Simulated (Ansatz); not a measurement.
Mulliken charges of Cl2HIn (`[Cl][InH][Cl]`) from B3LYP/def2-TZVPP in Ansatz (PBE0-D4/def2-TZVP geometry).

| atom | x (Å) | y (Å) | z (Å) | charge (e) |
| --- | --- | --- | --- | --- |
| Cl1 | -1.807 | 0.709 | -0.993 | -0.357 |
| In2 | 0.150 | 0.132 | 0.096 | 0.791 |
| Cl3 | 0.538 | -2.146 | 0.020 | -0.357 |
| H4 | 1.175 | 1.245 | 0.857 | -0.077 |

Question: By hand: the dipole of these point charges (1 e Å = 4.8032 D).

Answer: Σ q r = (0.481, 0.522, 0.357) e Å, of length 0.795 e Å = 3.82 D.

Question: How does the dipole of the full density compare? (Estimate.)

Answer: Computed: (0.316, 0.343, 0.234) e Å, 2.51 D; the point charges give 1.52 times that, at 0° from its direction.

Point charges leave out the atoms' own dipoles, such as those of lone pairs, and Mulliken's split depends on the basis, so the two needn't agree.

B3LYP here is the variant with VWN-RPA as its local correlation; programs differ in this.
